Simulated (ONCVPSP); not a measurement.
## vanadium (V): ONCV pseudisation with PBE, scalar-relativistic reference atom.

V, optimised norm-conserving Vanderbilt (ONCV), made with ONCVPSP 4.0.1 (PBE, scalar-relativistic). Core [Ne], reference 3s2 3p6 3d3 4s2. Waves: 3s+4s: rc 1.50 bohr, ncon 4, nbas 9, qcut 8.2 1/bohr, 2 projectors; 3p: rc 1.60 bohr, ncon 3, nbas 7, qcut 10 1/bohr, 2 projectors, debl 1.9 Ha; 3d: rc 2.30 bohr, ncon 4, nbas 9, qcut 6.4 1/bohr, 2 projectors, debl 3.5 Ha. Local part: polynomial inside 1.05 bohr (lpopt 4, dvloc0 6 Ha). Core correction: Teter function, fcfact 3.5, rcfact 1.45.

All-electron outer shells of the reference configuration (PBE, scalar-relativistic, ld1.x):

| shell | level (eV) | outermost node (bohr) | outermost maximum (bohr) |
| --- | --- | --- | --- |
| 2p | -503.16 | – | 0.21 |
| 3s | -70.24 | 0.38 | 0.82 |
| 3p | -44.04 | 0.35 | 0.84 |
| 3d | -5.16 | – | 0.90 |
| 4s | -4.70 | 1.17 | 2.76 |

Calculated quality:

```json
{
 "Cutoffs needed": "24 Ha and 29 Ha (the cutoffs (Ha) at which the residual kinetic energy of the hardest occupied pseudo-wave falls to 1 and 0.1 mHa per electron)",
 "Ghost test": "no bound ghost flagged; no localised positive-energy state flagged",
 "Largest excitation error": "+182 meV (all-electron minus pseudo) for 3s2 3p6 3d2 4s0, out of 4 test configurations",
 "rms error of d²Exc/dni dnj": "2.55 mHa without and 2.01 mHa with the model core"
}
```

Generation and tests took about 3.3 s on one core of a shared server CPU.
